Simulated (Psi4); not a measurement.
F$_{6}$Se, charge +1, doublet, geometry from GFN2-xTB (a state made from the parent by changing its charge; the spin is typed, not shown lowest), with bond 7-2 at 2.0 times its length. Base run: HF/6-31G* (Psi4 1.11).

Input for Psi4:
```
memory 2 GB

molecule {
1 2
  F     0.97457506   -1.34187171   -0.50462018
  Se   -0.01830579   -0.02215590   -0.00520098
  F     1.23203182    1.09081494   -0.49112291
  F    -1.25281179   -1.10992342    0.49100163
  F    -0.70622335    0.07384453   -1.58432304
  F     0.68996947   -0.08930163    1.57800609
  F    -1.95861673    2.67053424    1.00619838
}

set basis 6-31g*
set reference uhf

energy('scf')
print_variables()
```

The base run was repeated with changes; each row names its change, and settings that it needs were set with it.

| change | ΔE vs base (mEh) | SCF cycles | basis functions | outcome |
|---|---|---|---|---|
| base | 0.000 | 9 | 125 | converged |
| scf_type = pk | -636.1 | 9 | 125 | another SCF solution |
| guess = huckel | 0.000 | 32 | 125 | converged |
| d_convergence = 1e-8 | 0.000 | 23 | 125 | converged |
| scf_type = direct | -636.1 | 16 | 125 | another SCF solution |
| d_convergence = 1e-10 | - | - | 125 | not converged |
| cholesky_tolerance = 1e-6 (with scf_type cd) | -636.1 | 9 | 125 | converged |
| damping_percentage = 20 | 0.006 | 13 | 125 | converged |
| basis_guess = sto-3g | 0.000 | 10 | 125 | converged |
| df_basis_scf = cc-pvtz-jkfit | -635.6 | 9 | 125 | converged |
| scf_type = dfdirj+link | -636.2 | 9 | 125 | another SCF solution |
| df_basis_scf = def2-universal-jkfit | -635.8 | 9 | 125 | converged |
| scf_type = cd | -633.6 | 9 | 125 | another SCF solution |

A guess, shift, damping, solver or small numerical setting can't move a converged solution much, so rows marked as another SCF solution ended in a different state.

Open shells are given as the SCF converged; they aren't shown to be the lowest states, and a large step between rows can be another state.
